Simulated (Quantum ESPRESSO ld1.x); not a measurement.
Q: The mean radii <r> (bohr) of the occupied orbitals of an atom or ion are listed with their occupations. Method: Dirac Kohn-Sham, BLYP, spin-unpolarised, spherical densities, point nucleus; computed with ld1.x of Quantum ESPRESSO 7.5.

| orbital | occ. | <r> |
|---|---|---|
| 1s1/2 | 2 | 0.07303 |
| 2s1/2 | 2 | 0.3433 |
| 2p1/2 | 2 | 0.3056 |
| 2p3/2 | 4 | 0.3082 |
| 3s1/2 | 2 | 1.052 |
| 3p1/2 | 1.66667 | 1.119 |
| 3p3/2 | 3.33333 | 1.126 |
| 3d3/2 | 0.4 | 1.354 |
| 3d5/2 | 0.6 | 1.356 |
| 4f5/2 | 0.428571 | 5.700 |
| 4f7/2 | 0.571429 | 5.701 |

Name the element and its charge. Open shells, if any, are shared by 2j + 1.

A: Z = 21, scandium, charge +2: Sc2+ in [Ne] 3s2 3p5 3d1 4f1. The 1s radius gives Z: for a bare nucleus <r> = (2 gamma + 1)/(2Z) with gamma = sqrt(1 - (Z/c)^2), 0.07087 bohr for Z = 21, and screening makes it slightly larger (0.07303 here). The occupations add up to 19, and the charge is Z minus that.
